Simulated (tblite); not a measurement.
Start geometry of `FC(F)[C@H]1CCC(=S)CS1` from a force field or distance geometry (Å):
```
atom  x, y, z in Å
F1    -2.7061   -0.5018   -0.9572
C2    -1.9604    0.4828   -0.4052
F3    -1.1779    0.9793   -1.3881
C4    -1.0983   -0.1136    0.7142
C5    -0.2029   -1.2830    0.2657
C6     0.9485   -0.8945   -0.6645
C7     1.8364    0.1466   -0.0043
S8     3.4759   -0.1447    0.2616
C9     1.2057    1.4538    0.3895
S10   -0.1167    1.1546    1.6165
H11   -2.6270    1.2633   -0.0352
H12   -1.7956   -0.5378    1.4658
H13   -0.8244   -2.0294   -0.2423
H14    0.2123   -1.7851    1.1424
H15    0.5823   -0.4749   -1.6057
H16    1.5238   -1.7931   -0.9004
H17    0.7881    1.9463   -0.4962
H18    1.9277    2.1375    0.8317
```

Task: What comes out of this run: GFN2-xTB geometry optimisation, gas phase in tblite?

Result: 
```
atom  x, y, z in Å
F1    -2.8334   -0.4609   -0.8336
C2    -1.9577    0.4704   -0.3805
F3    -1.2747    0.8908   -1.4711
C4    -1.0693   -0.1420    0.7018
C5    -0.1840   -1.2923    0.2291
C6     0.9901   -0.8658   -0.6669
C7     1.8558    0.1397    0.0168
S8     3.3965   -0.1706    0.4205
C9     1.2129    1.4355    0.3447
S10   -0.1205    1.1506    1.5758
H11   -2.5349    1.3275   -0.0011
H12   -1.7616   -0.5167    1.4632
H13   -0.8047   -2.0103   -0.3125
H14    0.2181   -1.7892    1.1147
H15    0.6095   -0.4369   -1.5972
H16    1.5801   -1.7502   -0.9104
H17    0.7619    1.9046   -0.5311
H18    1.9070    2.1223    0.8260
```

The energy falls by 3.8 kcal/mol over 49 L-BFGS steps, the largest force on an atom goes from 2.21 to 0.008 eV/Å, and the atoms move by 0.087 Å rms after alignment. The bond that changes most is C7=S8 (thiocarbonyl carbon to thiocarbonyl sulfur), which shortens by 0.064 Å. Bonds longer at the end by more than 0.005 Å: 3 of 18; shorter: 7. Among the angles that change most is F3–C2–C4, from 110.4° to 113.7°. Rotational constants go from 1784, 631.3, 564.5 to 1864, 626.0, 565.3 MHz. The orientation of the end geometry is arbitrary; only internal coordinates are fixed.

Hardware: an Intel Xeon with one thread, shared host with 64 logical CPUs at a one-minute load of 63. Cost: 0.67 s wall.

Its GFN2-xTB frequencies are all real (lowest 47 cm⁻¹). One conformer, not necessarily the lowest. 3 starts were optimised and ended at 0.00, 0.73 and 3.20 kcal/mol (GFN2-xTB); the lowest of these is shown.

All values are computed, not measured.
